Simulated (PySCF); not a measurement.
Energy profile

The step: GeH₄S ([SH2][GeH2]) → GeH₂S ([SH][GeH]) + H₂; bonds formed: H2–H4; bonds broken: Ge1–H4, H2–S3 (atoms numbered as in the saddle structure below).

Ge1  (-0.280, -0.732, -1.125)
H2  (0.393, 0.789, -0.210)
S3  (1.271, -0.244, 0.760)
H4  (-0.233, 0.993, -1.045)
H5  (-1.508, -0.670, -0.118)
H6  (0.357, -0.136, 1.737)
(Å)

Electronic energies by CCSD(T) at an estimated basis limit (MP2 extrapolated from triple and quadruple zeta, plus CCSD(T) − MP2 in triple zeta), on PBE0-D4/def2-TZVP structures; GeH4S, closed shell; no counterpoise correction. Program: PySCF 2.14 with density fitting (its default auxiliary sets; JK sets also for MP2 and CCSD(T)). Basis: def2-TZVPP and def2-QZVPP. Cores are frozen in the correlated methods. Filled d shells of the heavier atoms are correlated. The def2 sets are not built for correlating such inner shells, so the correlated values are less sure here. Extrapolation: Hartree–Fock as exp(−7.88 √X), correlation as X^−2.97.

Question: Give the profile in kJ/mol, counted from the start structure. (Judge from chemistry; the value comes from the calculation.)

Answer: Computed:
```tsv
point	kJ/mol
start structure	0.0
saddle	60.2
end structure	-36.5
separated: GeH2S (linked as [SH][GeH]; Ge1, S3, H5, H6; singlet) + H2 (H2, H4; singlet)	-33.1
```

T1 diagnostic: at most 0.015. The end structure is not quite a true minimum (one mode of 51i cm⁻¹).

For scale, one of the runs: CCSD(T)/def2-TZVPP, 146 basis functions, launched by `OMP_NUM_THREADS=4 python run.py`. The run took 2.3 min on 4 CPU threads of an Arm Neoverse N1 (shared host), with 0.99 GiB of host memory at its peak.
